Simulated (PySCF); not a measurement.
Compound: C8H13N.
Bonds: C1–N2, N2–C3, N2–C4, C4–C5 (double), C5–C6, C6–C7, C7–C8, C8–C9 (double), C4–C9. Hydrogens: H10, H11, H12 on C1; H13, H14, H15 on C3; H16 on C5; H17, H18 on C6; H19, H20 on C7; H21 on C8; H22 on C9.

The calculation used PySCF, PBE0-D3(BJ)/def2-SVP geometry optimisation, gas phase.

(1) List the bond lengths, angles and torsions at this level.

## Answers

(1) 
| bond | length (Å) |
| --- | --- |
| C1–N2, N2–C3 | 1.440 |
| N2–C4 | 1.396 |
| C4=C5 | 1.356 |
| C5–C6 | 1.503 |
| C6–C7 | 1.524 |
| C7–C8 | 1.501 |
| C8=C9 | 1.341 |
| C4–C9 | 1.473 |
| C1–H10, C3–H13 | 1.111 |
| C1–H11 and 3 like bonds | 1.100 |
| C5–H16 | 1.091 |
| C6–H17, C6–H18 | 1.105 |
| C7–H19, C7–H20 | 1.105 |
| C8–H21 | 1.094 |
| C9–H22 | 1.093 |

Bonds in one row agree within 0.01 Å and their mean is given. A selection of angles:
| angle | degrees |
| --- | --- |
| N2–C1–H10 | 112.4 |
| N2–C1–H12 | 110.1 |
| H10–C1–H11 | 107.4 |
| C1–N2–C3 | 113.5 |
| C1–N2–C4 | 117.6 |
| N2–C3–H13 | 113.3 |
| N2–C4–C5 | 124.6 |
| N2–C4–C9 | 116.8 |
| C5–C4–C9 | 118.4 |
| C4–C5–C6 | 120.4 |
| C4–C5–H16 | 121.0 |
| C6–C5–H16 | 118.5 |
| C5–C6–C7 | 111.7 |
| C5–C6–H17 | 109.9 |
| C7–C6–H17 | 109.2 |
| H17–C6–H18 | 105.8 |
| C6–C7–C8 | 110.6 |
| C6–C7–H19 | 110.8 |
| C6–C7–H20 | 109.7 |
| C8–C7–H19 | 110.8 |
| C8–C7–H20 | 108.7 |
| H19–C7–H20 | 106.2 |
| C7–C8–C9 | 120.2 |
| C7–C8–H21 | 119.6 |
| C9–C8–H21 | 120.2 |
| C8–C9–H22 | 120.5 |
| C4–C9–C8 | 121.3 |
| C4–C9–H22 | 118.2 |

Torsions: C1–N2–C4–C5 135° (anticlinal); N2–C4–C5–C6 174° (antiperiplanar); C4–C5–C6–C7 33° (synclinal); C5–C6–C7–C8 -47° (synclinal); C6–C7–C8–C9 33° (synclinal); C7–C8–C9–C4 -1° (synperiplanar); N2–C4–C9–C8 168° (antiperiplanar). The mirror-image conformer, all signs reversed, is as good.

N2 (enamine nitrogen) has angles 117.6°, 117.4° and 113.5°, sum 348.5°, 0.28 Å off the plane of its three neighbours. The 6 C–C bonds span 1.341 Å (C8=C9, drawn double) to 1.524 Å (C6–C7, drawn single), a spread of 0.183 Å. The 6-membered ring C4–C5–C6–C7–C8–C9 has internal angles of 110.6° to 121.3° (sum 703°, against 720° for a flat polygon); it is puckered, 0.17 Å rms from its mean plane, widest ring torsion 47°. The C–N distances run from 1.396 Å (N2–C4, drawn single) to 1.444 Å (C1–N2, drawn single), a spread of 0.048 Å. Of the pairs four or more bonds apart, C9···H11 is among the closest relative to their van der Waals radii: 2.51 Å, 87 % of the sum of Bondi's values.

Point group: C1 (no symmetry element, even within 0.4 Å). No PBE0-D3(BJ)/def2-SVP frequencies stand behind this structure, so it isn't proved a minimum. The numbers are those of one conformer.

The run took 92 s wall on one thread, Intel Xeon 6975P-C (x86_64), no GPU, shared host with 192 logical CPUs at a one-minute load of 18, and the process peaked at 0.84 GiB of memory. This is the geometry optimisation.
